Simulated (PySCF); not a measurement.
Excitations are Tamm–Dancoff values on a coarser integration grid. The basis has no diffuse functions, so Rydberg states are missing or too high.

C₃H₄S, SMILES `C=C=CS` (C–C–S–H torsion 0°) (charge 0, multiplicity 1)

Method: ωB97X-D3(BJ)/def2-TZVP // B3LYP-D3(BJ)/def2-TZVP (PySCF 2.14.0).

The HOMO is -8.77 eV and the dipole moment is 1.13 D. The LUMO is 1.81 eV. The HOMO–LUMO gap is 10.58 eV. The S1 excitation (TDA) comes out as 4.86 eV and the S1 oscillator strength is 0.000. The brightest of the four lowest singlets (TDA) is 6.65 eV. The T1 excitation (TDA) is 4.33 eV and the S1–T1 gap (TDA) is 0.52 eV. The total energy comes out as -514.9680 Ha and the cost is around 80 core-seconds (rough).

```xyz
8

C     -1.4813     0.4674    -0.2473
C     -0.3627    -0.1876    -0.1325
C      0.7606    -0.8301    -0.0136
S      2.3137    -0.1612     0.5217
H     -1.7584     0.9595    -1.1742
H     -2.1824     0.5423     0.5779
H      0.8271    -1.8862    -0.2489
H      1.8835     1.0959     0.7169
```
